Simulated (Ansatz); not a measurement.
Consider the redistribution: `C[SiH2][AlH][O][SiH3]` + `CO[SiH2]F` → `[CH3][AlH][O][SiH3]` + `C[SiH2]O[SiH2]F`.

Isolated molecules relaxed with PBE0-D4/def2-TZVP in Ansatz; ΔE leaves out vibrations. CBS: MP2 limit from def2 TZ/QZ plus the TZ coupled-cluster correction, frozen cores. DFT in def2-TZVPP. Each species was taken in one conformer, which may not be the lowest.

Q: Is it downhill or uphill in electronic energy at CCSD(T)/CBS, and by how much? (Best estimate.)

A: Ansatz gave: Downhill: ΔE = -214.9 kJ/mol.

Q: What do these levels give: ωB97M-V, B2PLYP, PBE0, MP2/def2-TZVPP, HF/def2-QZVPP, CCSD/CBS(def2)? (An estimate is asked.)

A: Ansatz gave: ωB97M-V -217.9, B2PLYP -215.9, PBE0 -195.9, MP2/def2-TZVPP -225.3, HF/def2-QZVPP -227.1, CCSD/CBS(def2) -217.9 kJ/mol.

Largest T1 diagnostic among the species: 0.012.

From PBE to PBE0 (25 % exact exchange), in def2-TZVPP and without D4, ΔE moves by −10.2 kJ/mol.
